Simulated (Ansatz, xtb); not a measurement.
**Relaxing a trial structure of FHO2SiTe**

The starting geometry of this gas-phase singlet was built from a drawn formula by distance geometry and a force field; its bonds are those of `O=[Te](F)#[Si]O`.

```yaml
atoms:
  - { symbol: F, position_ang: [-2.3483, -0.3362, 0.9887] }
  - { symbol: O, position_ang: [-3.4514, 2.2075, -0.7693] }
  - { symbol: O, position_ang: [0.7048, 3.6938, 1.5387] }
  - { symbol: Si, position_ang: [-0.6293, 2.7037, 1.0243] }
  - { symbol: Te, position_ang: [-2.2233, 1.5225, 0.3468] }
  - { symbol: H, position_ang: [1.2733, 3.0688, 2.1507] }
```

Problem. Predict what becomes of its bonds when it is optimised with r2SCAN-D4/def2-SVP.

Solution. It rearranges to `O[Si]O[Te]F`. Distances that change by over a tenth: O2–Te5 (1.80 → 1.99 Å). Contacts that open: Si4–Te5 (2.10 → 3.43 Å). Contacts that close: O2–Si4 (3.38 → 1.69 Å).

The energy falls by 6.99 eV over 37 steps:

| step | E − E(last) (eV) |
| --- | --- |
| 1 | 6.986 |
| 5 | 3.532 |
| 9 | 3.258 |
| 13 | 2.722 |
| 17 | 1.863 |
| 21 | 0.385 |
| 25 | 0.086 |
| 29 | 0.003 |
| 33 | 0.001 |
| 37 | 0.000 |

Final geometry (Å):

```yaml
atoms:
  - { symbol: F, position_ang: [-1.1525, 0.4697, 1.5998] }
  - { symbol: O, position_ang: [-2.1528, 2.7556, 0.0399] }
  - { symbol: O, position_ang: [0.2546, 2.8629, 1.1570] }
  - { symbol: Si, position_ang: [-0.7607, 3.7094, 0.1617] }
  - { symbol: Te, position_ang: [-2.8667, 1.0803, 0.8304] }
  - { symbol: H, position_ang: [0.0039, 1.9822, 1.4910] }
```

From the same start GFN2-xTB ends elsewhere, differing in Si4–Te5 (2.84 against 3.43 Å here).

No frequencies were run, so the end isn't proven a minimum. Atoms past krypton carry core potentials, without spin–orbit terms. Run with Ansatz 0.2.0, 2.2 min on 1 thread of Arm Neoverse V2, with other jobs on the host.
